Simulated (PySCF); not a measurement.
**C₆ coefficients of unlike pairs at PBE**

Calculated with PySCF 2.14 from the dipole response of each species, C₆(A,B) = (3/π) ∫ α_A(iu) α_B(iu) du, in atomic units, from isotropic polarisabilities. For ions this is the dispersion term alone; charge-induced terms of lower order in 1/R come first.

```
species           configuration                                                                                              basis      relativity  α (bohr³)  C₆ (like pair)
     Ni       [Ar] 3d8 4s2 (3F)                     x2c-TZVPPall with one added diffuse shell each of s, p, d, f type (7s6p5d3f1g)   spin-free X2C      46.11           365.5
      C       [He] 2s2 2p2 (3P)                                                                        aug-cc-pVQZ-DK (6s5p4d3f2g)   spin-free X2C      13.47           54.74
     S⁺       [Ne] 3s2 3p3 (4S)                                                                         aug-cc-pCVTZ-DK (8s7p5d3f)   spin-free X2C      11.00           54.31
   Kr³⁺  [Ar] 3d10 4s2 4p3 (4S)  aug-cc-pVQZ-PP with one added diffuse shell each of s, p, d, f, g type with ECP10MDF (8s7p6d4f3g)  core potential      5.475           21.30
```

Estimate C₆ for C with Ni.

The integral gives 137.1. The combination rule 2 C_A C_B / (C_A α_B/α_A + C_B α_A/α_B) gives 136.0 and the geometric mean 141.5.

No spin-orbit coupling is included.

The other pairs:

| pair | C₆ |
| --- | --- |
| Kr³⁺, S⁺ | 33.19 |
| Kr³⁺, C | 31.88 |
| S⁺, Ni | 129.8 |
| S⁺, C | 53.81 |
| Kr³⁺, Ni | 74.01 |
